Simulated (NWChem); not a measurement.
Species: C$_{2}$H$_{3}$F$_{3}$Si; SMILES C(F)(=C(F)F)[SiH3]

All runs: NWChem. Pople sets run with spherical d functions. Structure relaxed at the PBE0/def2-SVP level. Ions are spin-unrestricted doublets at the neutral geometry; other ion states weren't tried. Functional: LC-ωPBE (HJS hole) with 6-31G*; rows give the range parameter ω in 1/bohr.

**Question.** At which range parameter does −ε(HOMO) equal the ΔSCF ionisation energy (optimal tuning)?

**Answer.** about 0.52 per bohr, by linear interpolation in these runs:
```csv
range parameter (1/bohr),"vertical ionisation energy, ΔSCF (eV)",−ε(HOMO) (eV),ΔSCF minus −ε(HOMO) (eV)
0.05,9.14,6.40,2.74
0.10,9.17,7.12,2.05
0.15,9.23,7.75,1.48
0.20,9.30,8.29,1.01
0.80,10.05,10.96,-0.91
```
